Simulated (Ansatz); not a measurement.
Geometry optimisation, Ansatz 0.2.0, RKS PBE0-D4/def2-SVP.

Input:

```yaml
crystal:
  periodic: [false, false, false]
  atoms:
    - { symbol: F, position_ang: [-1.5781, -0.9469, 1.2613] }
    - { symbol: "Y", position_ang: [0.486, 0.1703, 0.0215] }
    - { symbol: F, position_ang: [2.2684, -0.9267, 0.7054] }
    - { symbol: Cl, position_ang: [-1.1208, 1.6431, -2.0085] }
basis:
  gaussian: { orbitals: def2-SVP }
hamiltonian:
  xc: pbe0
  dispersion: d4
relax:
  f_tol: 0.02
  max_steps: 40
scf:
  lower_state_search: "off"
output:
  orbitals: {}
```

Run as:

```bash
$ ansatz run input.yaml --threads 1 --pin off --max-ram 2048MiB --backend cpu --events-out ev --progress --plain --runs-dir out
```

Where does it end, and by what steps?

The run converged. After 7 steps the energy has fallen by 4.241 eV; Cl4 moved furthest, 0.61 Å.

| step | energy less start (eV) | largest force component (eV/Å) | accepted |
| --- | --- | --- | --- |
| 0 | 0.0000 | 3.436 | yes |
| 1 | -2.3433 | 3.312 | yes |
| 2 | -3.6386 | 1.545 | yes |
| 3 | -4.1086 | 0.537 | yes |
| 4 | -4.2152 | 0.374 | yes |
| 5 | -4.2373 | 0.134 | yes |
| 6 | -4.2406 | 0.069 | yes |
| 7 | -4.2408 | 0.005 | yes |

```xyz
4
Properties=species:S:1:pos:R:3
F -1.322 -0.875 1.272
Y 0.041 -0.083 0.070
F 1.941 -0.551 0.387
Cl -0.605 1.449 -1.749
```

Whether the end is a true minimum wasn't checked by a vibrational analysis.

Time of the run: 22 s on 1 thread of Arm Neoverse V1, on a shared host, peak memory 0.15 GiB.
